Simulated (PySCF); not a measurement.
C4H6ClF, SMILES C[C@@H](F)/C=C\Cl. Heavy atoms are numbered as in [CH3:1][C@@H:2]([F:3])/[CH:4]=[CH:5]\[Cl:6]. Hydrogens are named by the atom that carries them.

Geometry optimised at TPSSh-D3(BJ)/def2-SVP. The structure was generated by enumeration; whether it is a known compound was not checked. One conformer was computed; it need not be the lowest.

Calculation: B3LYP/pcSseg-1 (PySCF).

GIAO shieldings, no solvent; atoms alike by connectivity are averaged. δ = σ(ref) − σ: ¹³C against TMS (σ = 181.3 ppm); ¹⁹F against CFCl3 (σ = 161.7 ppm); ³⁵Cl against HCl (σ = 933.3 ppm); ¹H against TMS (σ = 31.68 ppm), references at their B3LYP-D3(BJ)/def2-TZVP geometries, non-relativistic (without spin–orbit terms, shifts of atoms bonded to Cl or Br come out too high).

```json
[
 {"nucleus": "¹³C", "atoms": "C4 (CH)", "count": "1", "δ (ppm)": "147.5"},
 {"nucleus": "¹³C", "atoms": "C5 (CH)", "count": "1", "δ (ppm)": "135.5"},
 {"nucleus": "¹³C", "atoms": "C2 (CH)", "count": "1", "δ (ppm)": "93.4"},
 {"nucleus": "¹³C", "atoms": "C1 (CH3)", "count": "1", "δ (ppm)": "24.7"},
 {"nucleus": "¹⁹F", "atoms": "F3", "count": "1", "δ (ppm)": "-210.5"},
 {"nucleus": "³⁵Cl", "atoms": "Cl6", "count": "1", "δ (ppm)": "207.2"},
 {"nucleus": "¹H", "atoms": "H on C4", "count": "1", "δ (ppm)": "6.45"},
 {"nucleus": "¹H", "atoms": "H on C5", "count": "1", "δ (ppm)": "6.30"},
 {"nucleus": "¹H", "atoms": "H on C2", "count": "1", "δ (ppm)": "5.79"},
 {"nucleus": "¹H", "atoms": "H on C1", "count": "3", "δ (ppm)": "1.71"}
]
```
